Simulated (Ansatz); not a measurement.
Reaction (formal exchange of groups at the Si–O bond): `[BH2][AlH][O][SiH2]C` + `C=O` → `C[SiH2]C=O` + `[BH2][AlH][OH]`

Isolated molecules relaxed with PBE0-D4/def2-TZVP in Ansatz; ΔE leaves out vibrations. CCSD(T)/CBS is the MP2 limit (def2-TZVPP, def2-QZVPP) plus CCSD(T) − MP2 in def2-TZVPP, frozen cores. This one scheme is used for every species. DFT in def2-TZVPP. One conformer a species, not always the lowest.

CCSD(T)/CBS gives +1.34 eV.

**Question.** Another level gave +1.30 eV. Which?
A. PBE/def2-TZVPP
B. CCSD(T)/def2-TZVPP
C. r2SCAN-D4/def2-TZVPP
D. SCS-MP2/def2-TZVPP

**Answer.** C. r2SCAN-D4 1.30, CCSD(T)/def2-TZVPP 1.36, PBE 1.12, SCS-MP2/def2-TZVPP 1.42 eV.

Largest T1 diagnostic among the species: 0.015.

In def2-TZVPP, CCSD(T) changes the Hartree–Fock value by −0.23 eV (the triples alone add −0.04 eV) and MP2 by −0.19 eV. From PBE to PBE0 (25 % exact exchange), in def2-TZVPP and without D4, ΔE moves by +0.11 eV.
